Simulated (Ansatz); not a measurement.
(1) Predict a relaxed structure of (LiF)4 cube (Li₄F₄), charge 0, singlet, at r2SCAN-D4/def2-SVP (Ansatz).

Answers

(1) 
```xyz
8

Li   -1.036   -0.089    1.069
F     0.091   -1.469    0.729
Li    1.353   -0.172    0.603
F     0.258    1.181    1.113
Li   -0.083    1.333   -0.662
F    -1.490    0.190   -0.665
Li   -0.234   -1.072   -1.010
F     1.141    0.099   -1.178
```
Point group Td (tolerance 0.1 Å). This is one stationary point.
